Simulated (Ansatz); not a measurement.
Stepwise reaction of `O[Si]([SiH3])(Cl)Cl` with hydrogen fluoride, as a gas-phase model of exchange steps in deposition or etching. ΔE in kJ/mol; ΔG adds harmonic PBE0-D4 terms to CCSD(T)/CBS, at 1 bar.

Gas-phase electronic energies from Ansatz, PBE0-D4/def2-TZVP geometries. CBS: MP2 limit from def2 TZ/QZ plus the TZ coupled-cluster correction, frozen cores. This one scheme is used for every species. Functionals use def2-TZVPP. B3LYP here is the variant with VWN-RPA as its local correlation; programs differ in this. Each species was taken in one conformer, which may not be the lowest.

```
step                                                  reaction  PBE-D4  B3LYP-D4  ωB97M-V  CCSD(T)/CBS  ΔG(500 K)
   1  `O[Si]([SiH3])(Cl)Cl` + H–F → `O[Si](F)([SiH3])Cl` + HCl   -37.6     -47.2    -46.5        -43.3      -48.6
```

Task: Give the row of step 2, `O[Si](F)([SiH3])Cl` + H–F → `O[Si](F)(F)[SiH3]` + HCl. (Estimate.)

Result: Ansatz gave: 
| step | reaction | PBE-D4 | B3LYP-D4 | ωB97M-V | CCSD(T)/CBS | ΔG(500 K) |
| --- | --- | --- | --- | --- | --- | --- |
| 2 | `O[Si](F)([SiH3])Cl` + H–F → `O[Si](F)(F)[SiH3]` + HCl | -39.4 | -49.5 | -48.5 | -46.8 | -52.4 |

Task: By hand: ΔE of the 2 steps together at CCSD(T)/CBS.

Result: (-43.3) + (-46.8) = -90.1 kJ/mol, or -45.0 kJ/mol a step.

In ΔE the steps differ by no more than 3.5 kJ/mol. All are downhill at CCSD(T)/CBS. ΔG lies between -52.4 and -48.6 kJ/mol a step. PBE-D4 differs from CCSD(T)/CBS by 5.7 to 7.4 kJ/mol a step. Isolated molecules leave out the surface, adducts and barriers. Largest T1 diagnostic: 0.013.
